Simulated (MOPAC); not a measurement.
A run for MOPAC: PM7 on NP (SMILES N#P), 2S+1 = 3, a spin state set in the input, which need not be the lowest.

```
PM7 1SCF PRECISE CHARGE=0 UHF MS=1 THREADS=1
NP

N     -0.00000000 1    -0.00000000 1    -1.11419194 1
P      0.00000000 1     0.00000000 1     0.51995624 1
```

Program output:

```
*******************************************************************************
 **                                                                           **
 **                              MOPAC v23.2.5                                **
 **                                                                           **
 *******************************************************************************
 ** MOPAC's Digital Object Identifier: https://doi.org/10.5281/zenodo.6511958 **
 **                                                                           **
 ** Please cite the open-source release paper for use of this MOPAC version:  **
 ** J. E. Moussa and J. J. P. Stewart (2026)                                  **
 ** MOPAC: An open-source semiempirical molecular orbital program             **
 ** J. Open Source Softw., 11(119), 8025, https://doi.org/10.21105/joss.08025 **
 *******************************************************************************

                              PM7 CALCULATION RESULTS

 *******************************************************************************
 *  PM7        - The PM7 Hamiltonian to be used
 *  UHF        - UNRESTRICTED HARTREE-FOCK CALCULATION
 *
 *
 *
 *                 CHARGE ON SYSTEM = 0
 *
 *
 *
 *  MS=        - IN MECI, MAGNETIC COMPONENT OF SPIN =  1.0
 *  PRECISE    - TIGHTER CRITERIA TO BE USED
 *  1SCF       - DO 1 SCF AND THEN STOP
 *  THREADS=1  - MULTI-THREADING NOT USED
 *  T=         - A TIME OF 172800.0 SECONDS REQUESTED
 *  DUMP=N     - RESTART FILE WRITTEN EVERY 7200.0 SECONDS REQUESTED
 *******************************************************************************
PM7 1SCF PRECISE CHARGE=0 UHF MS=1 THREADS=1
 NP

   ATOM   CHEMICAL          X               Y               Z
  NUMBER   SYMBOL      (ANGSTROMS)     (ANGSTROMS)     (ANGSTROMS)

     1       N         -0.00000000  *  -0.00000000  *  -1.11419194  *
     2       P          0.00000000  *   0.00000000  *   0.51995624  *



          CARTESIAN COORDINATES

    NO.       ATOM           X           Y           Z

     1         N         -0.0000     -0.0000     -1.1142
     2         P          0.0000      0.0000      0.5200

 General Reference for PM7:
 "Optimization of Parameters for Semiempirical Methods VI: More Modifications to the
 NDDO Approximations and Re-optimization of Parameters", J. J. P. Stewart, J. Mol. Mod., 1:32, 19 (2013)
 https://link.springer.com/article/10.1007/s00894-012-1667-x

           Empirical Formula: N P  =     2 atoms



      MOLECULAR POINT GROUP   :   C*v


          UHF CALCULATION, NO. OF ALPHA ELECTRONS =    6
                           NO. OF BETA  ELECTRONS =    4

 -------------------------------------------------------------------------------
 PM7 1SCF PRECISE CHARGE=0 UHF MS=1 THREADS=1
 NP



     1SCF WAS SPECIFIED, SO BFGS WAS NOT USED
     SCF FIELD WAS ACHIEVED


                              PM7 CALCULATION
                                                       MOPAC v23.2.5 Linux




          FINAL HEAT OF FORMATION =        141.51053 KCAL/MOL =     592.08007 KJ/MOL


          COSMO AREA              =         69.49 SQUARE ANGSTROMS
          COSMO VOLUME            =         52.10 CUBIC ANGSTROMS

          IONIZATION POTENTIAL    =          7.664811 EV
          ALPHA SOMO LUMO (EV)    =         -7.665 -3.827
          BETA  SOMO LUMO (EV)    =        -10.677 -5.470
          NO. OF ALPHA ELECTRONS  =          6
          NO. OF BETA  ELECTRONS  =          4
          MOLECULAR WEIGHT        =         44.9805         POINT GROUP:  C*v

          MOLECULAR DIMENSIONS (Angstroms)

            Atom       Atom       Distance
            P     2    N     1     1.63415
            P     2    N     1     0.00000
            N     1    P     2     0.00000


          SCF CALCULATIONS        =          1





   ATOM   CHEMICAL          X               Y               Z
  NUMBER   SYMBOL      (ANGSTROMS)     (ANGSTROMS)     (ANGSTROMS)

     1       N         -0.00000000  *  -0.00000000  *  -1.11419194  *
     2       P          0.00000000  *   0.00000000  *   0.51995624  *

                             CARTESIAN COORDINATES

   1    N       -0.000000000    -0.000000000    -1.114191940
   2    P        0.000000000     0.000000000     0.519956240


           Empirical Formula: N P  =     2 atoms



      MOLECULAR POINT GROUP   :   C*v


          ALPHA EIGENVALUES
 -47.69454 -30.02912 -14.50377 -14.04023 -13.82301  -7.66481  -3.82704  -0.53895
 104.47681 104.51911 104.57501 104.57970 104.92966


           BETA EIGENVALUES
 -46.52373 -25.85359 -11.23930 -10.67705  -5.47032  -1.91765  -1.49405   2.12977
 104.58163 104.58556 104.73055 104.73499 104.98900


              NET ATOMIC CHARGES AND DIPOLE CONTRIBUTIONS

  ATOM NO.   TYPE          CHARGE      No. of ELECS.   s-Pop       p-Pop       d-Pop
    1          N          -0.056427        5.0564     1.72865     3.32778
    2          P           0.056427        4.9436     1.93717     2.97275     0.03365
 DIPOLE           X         Y         Z       TOTAL
 POINT-CHG.     0.000     0.000     0.443     0.443
 HYBRID         0.000    -0.000     0.382     0.382
 SUM            0.000    -0.000     0.825     0.825


          ATOMIC ORBITAL ELECTRON POPULATIONS

     Atom    s        px        py        pz      x^2-y^2     xz        z^2       yz        xy
    1  N   1.72865   1.52701   1.12513   0.67564
    2  P   1.93717   1.46412   0.86829   0.64035   0.00000   0.00888   0.01819   0.00659   0.00000


                    (SZ)    =    1.000000
                    (S**2)  =    2.143315


          ATOMIC ORBITAL SPIN POPULATIONS

    Atom   Total    s     px     py     pz   x^2-y^2  xz     z^2    yz     xy
         Atomic
    1  N  1.5417  0.122  0.462  0.372  0.586
    2  P  0.4583  0.005  0.536 -0.374  0.287 -0.000  0.002 -0.000  0.002 -0.000

 **********************
 *                    *
 * JOB ENDED NORMALLY *
 *                    *
 **********************




 == MOPAC DONE ==
```

The run finished. Its determinant has ⟨S²⟩ = 2.14, a mixture of spin states.

Cost: very roughly 0.020 core-seconds.
